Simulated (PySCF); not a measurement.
## Radial density of N (nitrogen, neutral)

M06-2X, [He] 2s2 2p3, high-spin 4S determinant. Computed with PySCF 2.14 in x2c-TZVPall, with scalar relativity by spin-free X2C-1e.

```tsv
r (bohr)	4πr²ρ (e/bohr)	4πr²(ρα − ρβ)
0.00322	0.02674	0.0000
0.00542	0.07305	0.0001
0.00911	0.1936	0.0003
0.0153	0.4986	0.0008
0.0258	1.212	0.0020
0.0433	2.676	0.0050
0.0729	5.015	0.0132
0.123	7.168	0.0425
0.206	6.603	0.1569
0.347	3.370	0.5588
0.584	2.460	1.4209
0.982	3.486	1.9895
1.65	2.104	1.1968
2.78	0.4017	0.2569
4.67	0.01528	0.0122
```

Densities and radii are taken from the X2C orbitals without a picture-change correction, which distorts them close to the nucleus.
